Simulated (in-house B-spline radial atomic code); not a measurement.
The numbers below are computed, except where a source is named.
Two electrons in Ge: a spherical dot of radius 27.3 nm with hard walls with an ionised donor at its centre

For Ge the NSM archive of the Ioffe Institute lists m_l = 1.6 m0, m_t = 0.08 m0 and ε = 16.2; the model takes one isotropic valley with the conductivity mass 3/(1/m_l + 2/m_t) = 0.117 m0, and so misses anisotropy and the other valleys. All triplets below are those of one valley; with several valleys two electrons can form a triplet in the 1s orbital itself, at an energy set by the valley splitting. Real donors also feel a central-cell potential, which shifts the ground state.

Effective-mass model with parabolic bands, a uniform dielectric constant, no image charges, no central-cell or spin-orbit terms. Two-electron levels come from full CI in B-splines with partial waves to l = 5 (up to 0.001 effective hartree above the limit).

**Question.** What are the effective units, and what is the potential in them?

**Answer.** Ha* = 27211.386 meV × 0.117/16.2² = 12.13 meV and a* = 0.0529177 nm × 16.2/0.117 = 7.327 nm. The radius is R = 3.72 a*, with −1/r added.

In these units the lowest s and p orbitals lie at -0.474431 and 0.207608, and their Coulomb and exchange integrals are J_ss = 0.704149, J_sp = 0.504231 and K_sp = 0.08168. Full CI gives -0.336641 for the ground singlet, 0.137046 for the sp triplet, 0.263685 for the sp singlet and 0.504835 for the lowest triplet of two s orbitals.

**Question.** What does it cost to add the second electron, to first order and exactly?

**Answer.** To first order E = 2ε_s + J_ss = -0.244713, so the charging energy E(2) − 2E(1) is J_ss = 8.542 meV. CI gives -0.336641 − 2 × (-0.474431) = 0.612221, or 7.427 meV: relaxation and correlation lower it by 1.115 meV, 13.1 % of J_ss. The s² configuration of one-electron orbitals holds 93.8 % of the state, and the mean radius is 11 nm.

**Question.** How far above the singlet do the triplets lie?

**Answer.** To first order the sp triplet lies at ε_s + ε_p + J_sp − K_sp = 0.155729, which is 4.858 meV above 2ε_s + J_ss. CI gives 0.137046 − (-0.336641) = 0.473687, or 5.746 meV, 69 % of the orbital spacing of 8.274 meV. The ss triplet lies 10.21 meV up, so the lower of the two is the sp one, and its gap equals k_BT at 66.7 K. The sp singlet-triplet splitting is 1.536 meV, against 2K_sp = 1.982 meV.
